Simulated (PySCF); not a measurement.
MSi cations for M along the alkali metals

CCSD(T) with double-zeta basis sets in PySCF, for the lowest determinant that a PBE0 search found; no spin–orbit coupling. De refers to high-spin ground-configuration atoms (the charge goes to the atom of lower measured ionisation energy or higher electron affinity, which is not always the lowest computed limit).

```
 M       basis  reference, frozen orbitals  charged atom  state (unpaired electrons)  Re (Å)  ωe (cm⁻¹)  De (eV)
Li  6-31G(d,p)                      UHF, 5           Li+          triplet (σ ↑, π ↑)   2.768        286     0.77
Na     pcseg-1                      UHF, 6           Na+          triplet (σ ↑, π ↑)   3.284        126     0.37
 K  x2c-SVPall                     UHF, 10            K+          triplet (σ ↑, π ↑)   3.781       91.1     0.28
Rb   def2-SVPD                      UHF, 5           Rb+          triplet (σ ↑, π ↑)   3.911       76.7     0.27
```

The shortest bond is that of LiSi⁺ (2.768 Å), the longest that of RbSi⁺ (3.911 Å).

The rows differ in basis set, which adds steps of its own.

Down a group the atoms grow and get heavier, so bonds lengthen and wavenumbers fall; this series shows no clear exception.

Correlated steps freeze the inner cores (5 to 10 orbitals); shallow outer-core shells are correlated. Weak bonds: KSi⁺, NaSi⁺, RbSi⁺. Basis-set superposition, not corrected here, can be much of De in a small basis, most of all at correlated wavefunction levels. Spin–orbit coupling is left out. For an ion De counts to the pair picked by the measured ionisation energies or electron affinities, which need not be the lowest pair at this level. States were picked by a PBE0 search and need not be the measured ground states.
